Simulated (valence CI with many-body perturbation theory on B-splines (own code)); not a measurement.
**E1 transitions of Tm LXIV**

Computed by valence CI with perturbative core correlation (CI+MBPT): four valence electrons over a frozen Dirac-Fock core [He], a basis of 11 s, 11 p, 9 d, 7 f, 5 g, 2 h, 1 i functions for each j, with the one-electron correlation potential Σ1 (screened to all orders), the two-electron term Σ2, the three-electron term Σ3, Breit, model QED; selected single and double excitations, second order for the rest (own B-spline code, finite nucleus).

No measured spectrum was set against this ion. As an estimate, large intervals hold to a few tenths of a per cent, small ones and those within an open d or f shell to about a per cent. Among the levels kept, up to 280 cm⁻¹ of a level comes from second order outside the variational space, and about a tenth of that is noise between levels of different J, which matters for small intervals.

Lines 51 to 100 of 250 in falling wavelength, among levels below 10696 eV, chosen from the strongest by gf and those to the six lowest levels. Wavelengths and rates use the calculated energies. Electric multipoles are in the length gauge, E1 and E2 with the static RPA response of the core. Weak lines are less certain than strong ones. Lines between different terms over intervals too small for the method are left out, as are lines whose strength nearly cancels. The highest levels of a list are the least certain.

Levels are named by their leading jj configuration (3d3/2^4 stands for four electrons in 3d with j = 3/2), which in mixed levels can hold well under half, so a name can repeat and another be missing. Letters in brackets count levels of one name in rising energy.

```
λ vac (Å)                           Upper                        Lower   A (s⁻¹)  S (a.u.) with core polarisation  S without
    30.72  (2s 2p1/2 2p3/2 3p3/2) J=1 [c]  (2s 2p1/2 2p3/2 3s) J=1 [c]  3.51e+11                         1.50e-02   1.51e-02
    30.66          (2s^2 2p1/2 3p3/2) J=1          (2s^2 2p1/2 3s) J=0  5.48e+11                         2.34e-02   2.34e-02
    30.54          (2s 2p1/2^2 3p3/2) J=2          (2s 2p1/2^2 3s) J=1  7.29e+11                         5.12e-02   5.12e-02
    30.44  (2s 2p1/2 2p3/2 3p3/2) J=2 [b]      (2s 2p1/2 2p3/2 3s) J=3  2.24e+11                         1.56e-02   1.56e-02
    30.39  (2s 2p1/2 2p3/2 3p3/2) J=2 [d]  (2s 2p1/2 2p3/2 3s) J=1 [b]  4.50e+11                         3.12e-02   3.12e-02
    30.29          (2s^2 2p3/2 3p3/2) J=2          (2s^2 2p3/2 3s) J=1  4.50e+11                         3.09e-02   3.09e-02
    30.22  (2s 2p1/2 2p3/2 3p3/2) J=1 [c]      (2s 2p1/2 2p3/2 3s) J=0  4.14e+11                         1.69e-02   1.69e-02
    29.88  (2s 2p1/2 2p3/2 3p3/2) J=1 [d]  (2s 2p1/2 2p3/2 3s) J=1 [b]  4.95e+11                         1.95e-02   1.95e-02
    29.84  (2s 2p1/2 2p3/2 3p3/2) J=2 [a]  (2s 2p1/2 2p3/2 3s) J=2 [a]  3.64e+11                         2.39e-02   2.39e-02
    29.77  (2s 2p1/2 2p3/2 3p3/2) J=3 [b]      (2s 2p1/2 2p3/2 3s) J=3  4.68e+11                         4.26e-02   4.27e-02
    29.69          (2s^2 2p3/2 3p3/2) J=2          (2s^2 2p3/2 3s) J=2  4.39e+11                         2.83e-02   2.83e-02
    9.802      (2s 2p1/2 2p3/2^2) J=2 [a]       (2s^2 2p1/2 2p3/2) J=1  1.45e+12                         3.36e-03   3.36e-03
    9.613          (2s 2p1/2 2p3/2^2) J=3       (2s^2 2p1/2 2p3/2) J=2  1.39e+12                         4.26e-03   4.26e-03
    9.383                (2s 2p3/2^3) J=2           (2s^2 2p3/2^2) J=2  4.82e+12                         9.82e-03   9.83e-03
    9.328           (2p1/2^2 2p3/2^2) J=2       (2s 2p1/2^2 2p3/2) J=1  4.29e+12                         8.59e-03   8.60e-03
    9.320  (2s 2p1/2 2p3/2 3d5/2) J=2 [a]       (2s^2 2p1/2 3d3/2) J=2  2.36e+12                         4.72e-03   4.73e-03
    9.316             (2p1/2 2p3/2^3) J=1   (2s 2p1/2 2p3/2^2) J=1 [a]  6.36e+12                         7.62e-03   7.63e-03
    9.299  (2s 2p1/2 2p3/2 3p3/2) J=2 [c]       (2s^2 2p1/2 3p3/2) J=1  5.40e+12                         1.07e-02   1.07e-02
    9.276  (2s 2p1/2 2p3/2 3p3/2) J=3 [c]       (2s^2 2p1/2 3p3/2) J=2  5.55e+12                         1.53e-02   1.53e-02
    9.257             (2p1/2 2p3/2^3) J=2   (2s 2p1/2 2p3/2^2) J=2 [b]  8.63e+12                         1.69e-02   1.69e-02
    9.249                   (2p3/2^4) J=0             (2s 2p3/2^3) J=1  1.94e+13                         7.59e-03   7.60e-03
    9.232  (2s 2p1/2 2p3/2 3d3/2) J=2 [d]       (2s^2 2p1/2 3d3/2) J=1  5.26e+12                         1.02e-02   1.02e-02
    9.230     (2s 2p1/2 2p3/2 3s) J=1 [b]          (2s^2 2p1/2 3s) J=1  5.62e+12                         6.55e-03   6.56e-03
    9.228  (2s 2p1/2 2p3/2 3p1/2) J=1 [b]       (2s^2 2p1/2 3p1/2) J=1  6.59e+12                         7.67e-03   7.68e-03
    9.227  (2s 2p1/2 2p3/2 3d3/2) J=2 [c]       (2s^2 2p1/2 3d3/2) J=2  3.26e+12                         6.32e-03   6.33e-03
    9.220  (2s 2p1/2 2p3/2 3d3/2) J=3 [c]       (2s^2 2p1/2 3d3/2) J=2  4.49e+12                         1.22e-02   1.22e-02
    9.210  (2s 2p1/2 2p3/2 3p1/2) J=2 [c]       (2s^2 2p1/2 3p1/2) J=1  5.82e+12                         1.12e-02   1.12e-02
    9.207  (2s 2p1/2 2p3/2 3p1/2) J=1 [c]       (2s^2 2p1/2 3p1/2) J=0  6.20e+12                         7.16e-03   7.17e-03
    9.174  (2s 2p1/2 2p3/2 3p3/2) J=1 [c]       (2s^2 2p1/2 3p3/2) J=1  3.98e+12                         4.55e-03   4.55e-03
    9.172     (2s 2p1/2 2p3/2 3s) J=2 [c]          (2s^2 2p1/2 3s) J=1  5.60e+12                         1.07e-02   1.07e-02
    9.171  (2s 2p1/2 2p3/2 3p3/2) J=2 [d]       (2s^2 2p1/2 3p3/2) J=2  5.27e+12                         1.00e-02   1.00e-02
    9.169     (2s 2p1/2 2p3/2 3s) J=1 [c]          (2s^2 2p1/2 3s) J=0  5.33e+12                         6.09e-03   6.10e-03
    9.162       (2p1/2^2 2p3/2 3p1/2) J=2       (2s 2p1/2^2 3p1/2) J=1  3.95e+12                         7.49e-03   7.50e-03
    9.131          (2p1/2^2 2p3/2 3s) J=2          (2s 2p1/2^2 3s) J=1  4.06e+12                         7.64e-03   7.65e-03
    9.124  (2s 2p1/2 2p3/2 3p3/2) J=1 [d]       (2s^2 2p1/2 3p3/2) J=2  3.81e+12                         4.29e-03   4.29e-03
    9.095          (2s 2p1/2 2p3/2^2) J=0       (2s^2 2p1/2 2p3/2) J=1  5.13e+12                         1.91e-03   1.91e-03
    9.076      (2s 2p1/2 2p3/2^2) J=1 [a]       (2s^2 2p1/2 2p3/2) J=2  7.55e+11                         8.36e-04   8.37e-04
    9.038          (2s 2p1/2^2 2p3/2) J=1           (2s^2 2p1/2^2) J=0  6.45e+12                         7.05e-03   7.06e-03
    9.012      (2s 2p1/2 2p3/2^2) J=2 [b]       (2s^2 2p1/2 2p3/2) J=2  9.13e+12                         1.65e-02   1.65e-02
    8.986      (2s 2p1/2 2p3/2^2) J=1 [b]       (2s^2 2p1/2 2p3/2) J=2  5.89e+12                         6.33e-03   6.34e-03
    8.958      (2s 2p1/2 2p3/2^2) J=1 [a]       (2s^2 2p1/2 2p3/2) J=1  9.22e+12                         9.82e-03   9.83e-03
    8.925           (2p1/2^2 2p3/2^2) J=0       (2s 2p1/2^2 2p3/2) J=1  1.04e+13                         3.66e-03   3.66e-03
    8.896      (2s 2p1/2 2p3/2^2) J=2 [b]       (2s^2 2p1/2 2p3/2) J=1  6.68e+11                         1.16e-03   1.16e-03
    8.871      (2s 2p1/2 2p3/2^2) J=1 [b]       (2s^2 2p1/2 2p3/2) J=1  6.86e+10                         7.09e-05   7.10e-05
    8.856                (2s 2p3/2^3) J=1           (2s^2 2p3/2^2) J=2  9.20e+12                         9.46e-03   9.48e-03
    8.794           (2p1/2^2 2p3/2^2) J=2       (2s 2p1/2^2 2p3/2) J=2  4.90e+12                         8.22e-03   8.24e-03
    8.698             (2p1/2 2p3/2^3) J=2       (2s 2p1/2 2p3/2^2) J=3  2.62e+12                         4.26e-03   4.27e-03
    1.609             (2s 2p1/2^2 3s) J=1       (2s 2p1/2^2 2p3/2) J=1  2.31e+13                         1.43e-04   1.42e-04
    1.603          (2p1/2^2 2p3/2 3s) J=2        (2p1/2^2 2p3/2^2) J=2  7.51e+13                         7.63e-04   7.62e-04
    1.601             (2s 2p1/2^2 3s) J=0       (2s 2p1/2^2 2p3/2) J=1  1.49e+14                         3.01e-04   3.01e-04
```
